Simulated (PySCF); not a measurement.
Molecule: SMILES FC(F)OC([SiH3])[SiH3], C$_{2}$H$_{8}$F$_{2}$OSi$_{2}$.

Geometry (Å), atoms numbered from 1 in this order:
```xyz
15

F    -2.002   -1.048   -1.346
C    -1.963   -0.644   -0.038
F    -3.212   -0.231    0.238
O    -1.114    0.360    0.159
C     0.270   -0.024    0.384
Si    1.042    1.590    1.069
Si    1.042   -0.753   -1.212
H    -1.753   -1.553    0.562
H     0.274   -0.786    1.176
H     0.246    2.023    2.216
H     2.410    1.271    1.483
H     1.035    2.596    0.012
H     0.538   -2.110   -1.433
H     2.484   -0.812   -0.972
H     0.699    0.131   -2.318
```

Frames of a GFN2-xTB Langevin trajectory at 300 K; GIAO PBE0/pcSseg-1 shieldings in PySCF 2.14.0 with density-fitted response routines, gas phase, non-relativistic; equivalent atoms averaged within each frame.

Scale: 19F (σ = 170.95 ppm) against CFCl3; 13C (σ = 186.93 ppm), 29Si (σ = 349.16 ppm), 1H (σ = 31.72 ppm) vs TMS; H2O for 17O (σ = 336.08 ppm) (reference shieldings calculated alike). The references are static minima.

How do the shifts (ppm) fluctuate along the trajectory?

Answers


```tsv
time (fs)	F1/F3	C2	C5	O4	Si6/Si7	H8	H10/H11/H12/H13/H14/H15	H9
250	-104.1	124.5	59.2	98.4	-61.1	5.34	4.32	3.78
425	-63.9	129.8	62.7	93.1	-71.8	5.74	3.97	4.02
625	-101.6	126.9	54.3	85.5	-68.9	5.97	4.44	3.72
800	-88.2	132.7	75.6	96.6	-66.0	6.13	4.21	4.64
1000	-89.9	132.9	67.6	97.3	-69.4	6.14	4.30	4.59
mean of frames	-89.5	129.4	63.9	94.2	-67.4	5.86	4.25	4.15
standard deviation	15.9	3.7	8.2	5.2	4.1	0.33	0.17	0.44
```

5 frames give an uncertainty of the mean of about the standard deviation over 2.2 at best, since frames this close in time may not be independent; classical motion lacks zero-point vibration, and the reference would need the same averaging.
